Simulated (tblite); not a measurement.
Species: C₇H₁₁ClO₂.
Structure used (GFN2-xTB), in Å, numbered top down from 1:
```xyz
21
C7H11ClO2 angstrom
C      2.555    0.591   -0.546
O      1.659   -0.489   -0.629
C      0.541   -0.382    0.204
C     -0.167   -1.740    0.284
C     -1.660   -1.444    0.491
C     -1.805    0.083    0.427
C     -0.568    0.558   -0.344
C     -0.309    2.012   -0.189
O     -0.336    2.858   -1.020
Cl     0.045    2.479    1.495
H      3.396    0.345   -1.191
H      2.094    1.523   -0.891
H      2.910    0.733    0.482
H      0.838   -0.033    1.204
H      0.007   -2.254   -0.661
H      0.253   -2.350    1.080
H     -2.013   -1.821    1.449
H     -2.253   -1.915   -0.291
H     -2.726    0.394   -0.063
H     -1.785    0.509    1.430
H     -0.684    0.359   -1.415
```

Computed with GFN2-xTB (tblite): harmonic, unscaled wavenumbers at the GFN2-xTB geometry, gas phase. Errors from tens to a few hundred cm⁻¹ against measured bands are possible. One conformer, not necessarily the lowest. The optimisation stopped once no atom felt more than 0.01 eV/Å.

Lowest wavenumbers of the output (negative numbers stand for imaginary wavenumbers):
```
mode    cm-1
  1     -30.5
  2      59.6
  3      88.9
  4     114.8
  5     145.2
  6     190.1
  7     209.3
  8     274.4
```

**Question.** Is this structure a minimum?

**Answer.** Not by this Hessian. 1 mode is imaginary beyond 20i (30i cm⁻¹), so at this level the point lies at or near a first-order saddle. The curvature is small, so loose convergence or finite differences may be the whole cause.

**Question.** Which atoms move in the imaginary mode?

**Answer.** 30i: C5 (ring CH2 carbon) 23 %, C4 (ring CH2 carbon) 14 %, H18 (methylene hydrogen) 14 %, H17 (methylene hydrogen) 14 %. These are shares of the mass-weighted motion.

**Question.** What is the remedy?

**Answer.** Step along that mode in both directions, optimise again with tighter thresholds and repeat the frequencies. The zero-point energy of this point (106.6 kcal/mol) counts the 56 real modes alone, and thermal corrections from it aren't those of a minimum.
